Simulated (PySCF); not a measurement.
F₅OSi₂, SMILES F[Si](F)O[Si](F)(F)F, multiplicity 2.

The structure is a stationary point at PBE0-D3(BJ)/def2-SVP. The isomer is the one that the SMILES or the coordinates give; other isomers of the formula were not compared. The values are those of a single conformer.

Method: TDA-PBE/def2-SVPD run with PySCF 2.14.0.

Vertical excitations. Gas-phase values at a fixed geometry.

```tsv
state	energy (eV)	λ (nm)	f	main pairs
root 1	5.07	245	0.001	β HOMO→LUMO 100 %
root 2	5.34	232	0.003	α HOMO→LUMO 12 %, β HOMO−1→LUMO 87 %
root 3	5.57	223	0.060	α HOMO→LUMO 86 %, β HOMO−1→LUMO 11 %
root 4	5.89	210	0.000	β HOMO−2→LUMO 100 %
root 5	5.96	208	0.000	β HOMO−3→LUMO 98 %
root 6	6.25	198	0.007	α HOMO→LUMO+1 16 %, β HOMO−4→LUMO 82 %
root 7	6.39	194	0.056	α HOMO→LUMO+1 52 %, β HOMO−5→LUMO 25 %, β HOMO−4→LUMO 12 %, β HOMO−6→LUMO 7 %
root 8	6.40	194	0.026	α HOMO→LUMO+1 18 %, β HOMO−5→LUMO 71 %
root 9	6.51	190	0.056	α HOMO→LUMO+2 70 %, β HOMO−7→LUMO 19 %
root 10	6.67	186	0.042	α HOMO→LUMO+1 10 %, β HOMO−6→LUMO 78 %
```
Unrestricted roots are not spin-pure.
